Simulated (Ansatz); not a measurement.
pyrrole (C4H5N), singlet, at a GFN2-xTB geometry. Base run: HF/def2-SV(P) in Ansatz (a program for electronic structure).

Input for Ansatz:
Ansatz 0.2 input:
```yaml
crystal:
  periodic: [false, false, false]
  atoms:
    - {symbol: H, position_ang: [0.02331855, -0.00569419, 2.12133513]}
    - {symbol: N, position_ang: [0.01225989, -0.00299376, 1.11530690]}
    - {symbol: C, position_ang: [-0.00104268, 1.10746771, 0.33287593]}
    - {symbol: C, position_ang: [0.00829435, -1.10923850, 0.32682311]}
    - {symbol: C, position_ang: [-0.01369937, 0.70723215, -0.97433836]}
    - {symbol: C, position_ang: [-0.00776355, -0.70199109, -0.97818631]}
    - {symbol: H, position_ang: [-0.00054049, 2.09153871, 0.75876769]}
    - {symbol: H, position_ang: [0.01709616, -2.09558146, 0.74733455]}
    - {symbol: H, position_ang: [-0.02586159, 1.34596924, -1.83515419]}
    - {symbol: H, position_ang: [-0.01456440, -1.33609757, -1.84247771]}
basis:
  gaussian:
    orbitals: def2-SV_P_.json
hamiltonian:
  xc: hf
```
The basis file holds def2-SV(P) in the JSON format of the Basis Set Exchange.

The base run was repeated with changes; each row names its change, and settings that it needs were set with it.

```
change                                    E (Eh)
------------------------------------  ----------
base                                  -208.64124
functional = blyp                              ?
functional = wB97X                             ?
functional = wB97M-V                  -209.91307
functional = blyp; dispersion = d3bj  -209.92463
functional = revpbe                   -209.94746
functional = hse06                    -209.74698
functional = BHLYP                    -209.87041
functional = cam_b3lyp                         ?
functional = B2PLYP                   -209.76135
functional = pbe0; dispersion = d3bj  -209.76506
functional = PBE0-DH                  -209.73548
functional = b3lyp                             ?
```

Problem. Complete the blanks.

Solution. 
- functional = blyp, E (Eh): -209.90850
- functional = wB97X, E (Eh): -209.94771
- functional = cam_b3lyp, E (Eh): -209.88805
- functional = b3lyp, E (Eh): -210.00432

Absolute energies of different levels of theory aren't comparable as measures of quality.
